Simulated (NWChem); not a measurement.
Species: C₃H₆O₂; SMILES C1COCO1

```xyz
11

C      0.7348     0.2059    -0.9468
C     -0.7348    -0.2059    -0.9468
O     -1.1408     0.1366     0.3759
C      0.0000     0.0000     1.2061
O      1.1408    -0.1366     0.3759
H      0.8466     1.2854    -1.1308
H      1.3597    -0.3493    -1.6514
H     -0.8466    -1.2854    -1.1308
H     -1.3597     0.3493    -1.6514
H      0.0643     0.8979     1.8381
H     -0.0643    -0.8979     1.8381
```
Atoms are numbered in this order, from 1.

Program: NWChem. Geometry: optimised at B3LYP/6-31G* (spherical d).

### Question
Predict the results for PW6B95/def2-TZVP. Quantities: highest occupied level (eV); orbital gap (eV); dipole (D).

### Answer
The highest occupied level (eV) is -7.55 and the orbital gap (eV) comes out as 8.90. The dipole (D) comes out as 1.19.
